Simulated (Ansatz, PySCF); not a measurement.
Species: SnO$_{2}$ (charge 0, singlet). 
Structure (B3LYP-D3(BJ)/def2-TZVP (Ansatz, a program for electronic structure) minimum search):
SMILES: [Sn](=[O])=[O]
```xyz
3

Sn     0.0000     0.0000     0.0000
O      0.0000     0.0000    -1.8140
O      0.0000     0.0000     1.8140
```

Quantity: vertical ionisation energy (to the doublet state of charge +1; each state is the SCF solution reached for its spin; for the doublet the Hartree-Fock reference is unstable and T1 is 0.060; for the singlet the Hartree-Fock reference is unstable and T1 is 0.034), in eV. Correlated levels leave the core frozen unless marked. Open shells are spin-unrestricted. No spin-orbit coupling. Frozen are the shells of the preceding noble gas and the d and f shells that filled before the atom's block. In def2 rows, elements after Kr have scalar-relativistic effective core potentials. 

```tsv
level	program	vertical ionisation energy (eV)
SVWN5/def2-TZVPD	Ansatz	11.01
PBE/def2-TZVPD	Ansatz	10.63
r2SCAN/def2-TZVPD	Ansatz	10.65
B3LYP/def2-TZVPD	Ansatz	10.84
PBE0/def2-TZVPD	Ansatz	10.77
BHLYP/def2-TZVPD	Ansatz	10.61
CAM-B3LYP/def2-TZVPD	Ansatz	11.05
wB97M-V/def2-TZVPD	Ansatz	11.00
wB97X-V/def2-TZVPD	Ansatz	10.98
CCSD/def2-SVPD	Ansatz	10.85
CCSD/def2-TZVPPD	Ansatz	10.76
CCSD(T)/def2-SVPD	Ansatz	10.94
CCSD(T)/def2-TZVPPD	Ansatz	10.90
```

For comparison, minus the highest occupied orbital energy (PySCF): 9.57 eV at MN15/def2-TZVPD, 8.81 eV at PW6B95/def2-TZVPD, 7.82 eV at TPSSh/def2-TZVPD.
